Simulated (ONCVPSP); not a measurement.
What the settings do to the ONCV potential of C

Base potential:

```json
{
  "Element": "carbon",
  "Generator": "ONCVPSP 4.0.1",
  "Type": "optimised norm-conserving Vanderbilt (ONCV)",
  "Functional": "PBE",
  "Relativity": "scalar-relativistic",
  "Frozen core": "[He]",
  "Valence charge": "4",
  "Reference configuration": "2s1.5 2p2.5",
  "Partial waves": "2s: rc 1.20 bohr, ncon 3, nbas 7, qcut 6.4 1/bohr, 2 projectors, debl 0.6 Ha; 2p: rc 2.25 bohr, ncon 4, nbas 7, qcut 4.9 1/bohr, 1 projector; d scattering state at 0.19 Ha: rc 2.00 bohr, ncon 4, nbas 8, qcut 4 1/bohr, 2 projectors, debl 2.8 Ha",
  "Local potential": "polynomial inside 0.75 bohr (lpopt 5, dvloc0 2 Ha)",
  "Core correction": "none"
}
```

Cutoffs, loose and tight: the cutoffs (Ha) at which the residual kinetic energy of the hardest occupied pseudo-wave falls to 1 and 0.1 mHa per electron. They do not see the model core or the augmentation charge, which bear on the density cutoff. Test errors are all-electron minus pseudo excitation energies from the reference, over the configurations 2s2 2p2; 2s2 2p1; 2s2 2p0; 2s0 2p4. A dash means not determined; rows that change the core or the reference have their own tests.

| change | outcome | cutoff, loose | cutoff, tight | bound ghosts | GHOST(+) flags above zero | largest test error (meV) |
| --- | --- | --- | --- | --- | --- | --- |
| base | generated | 16 Ha | 25 Ha | none | d | +721 |
| d: qcut 6.1 | generated | 16 Ha | 25 Ha | none | none | +721 |
| all radii scaled by about 1.03 (s 1.24, p 2.32, d 2.06 bohr); local potential polynomial inside 0.78 bohr (lpopt 5, dvloc0 2 Ha) | generated | 16 Ha | 21 Ha | none | d | +781 |
| s: qcut 9.2; p: qcut 7; d: qcut 5.7 | generated | 22 Ha | 29 Ha | none | none | +424 |
